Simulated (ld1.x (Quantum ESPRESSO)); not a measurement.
**An all-electron radial function and its pseudo partner (O)**

Columns: radius, all-electron u(r) and pseudo u(r) of the 2p shell (level -9.02 eV) of oxygen in the configuration [He] 2s2 2p4; BLYP, scalar-relativistic, PAW scheme, ld1.x (Quantum ESPRESSO) 7.5.

```json
{"r (bohr)": "0.065", "all-electron": "0.0501", "pseudo": "0.0117"}
{"r (bohr)": "0.130", "all-electron": "0.1577", "pseudo": "0.0461"}
{"r (bohr)": "0.195", "all-electron": "0.2828", "pseudo": "0.1010"}
{"r (bohr)": "0.260", "all-electron": "0.4052", "pseudo": "0.1727"}
{"r (bohr)": "0.325", "all-electron": "0.5151", "pseudo": "0.2567"}
{"r (bohr)": "0.390", "all-electron": "0.6084", "pseudo": "0.3480"}
{"r (bohr)": "0.455", "all-electron": "0.6842", "pseudo": "0.4410"}
{"r (bohr)": "0.520", "all-electron": "0.7435", "pseudo": "0.5307"}
{"r (bohr)": "0.585", "all-electron": "0.7875", "pseudo": "0.6125"}
{"r (bohr)": "0.650", "all-electron": "0.8178", "pseudo": "0.6828"}
{"r (bohr)": "0.715", "all-electron": "0.8361", "pseudo": "0.7391"}
{"r (bohr)": "0.780", "all-electron": "0.8444", "pseudo": "0.7802"}
{"r (bohr)": "0.845", "all-electron": "0.8444", "pseudo": "0.8060"}
{"r (bohr)": "0.910", "all-electron": "0.8378", "pseudo": "0.8177"}
{"r (bohr)": "0.975", "all-electron": "0.8258", "pseudo": "0.8173"}
{"r (bohr)": "1.040", "all-electron": "0.8097", "pseudo": "0.8073"}
{"r (bohr)": "1.105", "all-electron": "0.7904", "pseudo": "0.7904"}
{"r (bohr)": "1.170", "all-electron": "0.7688", "pseudo": "0.7692"}
{"r (bohr)": "1.235", "all-electron": "0.7455", "pseudo": "0.7456"}
{"r (bohr)": "1.300", "all-electron": "0.7211", "pseudo": "0.7211"}
{"r (bohr)": "1.365", "all-electron": "0.6959", "pseudo": "0.6959"}
{"r (bohr)": "1.430", "all-electron": "0.6704", "pseudo": "0.6704"}
{"r (bohr)": "1.495", "all-electron": "0.6448", "pseudo": "0.6448"}
{"r (bohr)": "1.560", "all-electron": "0.6194", "pseudo": "0.6194"}
{"r (bohr)": "1.625", "all-electron": "0.5943", "pseudo": "0.5943"}
{"r (bohr)": "1.690", "all-electron": "0.5696", "pseudo": "0.5696"}
```

Question: How many radial nodes do the two functions have?

Answer: The all-electron 2p function has n − l − 1 = 0; the pseudo-wave has 0.

Question: At about which radius was the pseudo-wave matched?

Answer: 1.30 bohr. The columns agree to 0.0005 from 1.10 bohr on; several derivatives are matched, so the curves merge somewhat inside the radius.

Question: Is the pseudo-wave norm-conserving?

Answer: No, it belongs to a PAW set: the norm inside the radius is not constrained, and the difference is carried by the augmentation charge.
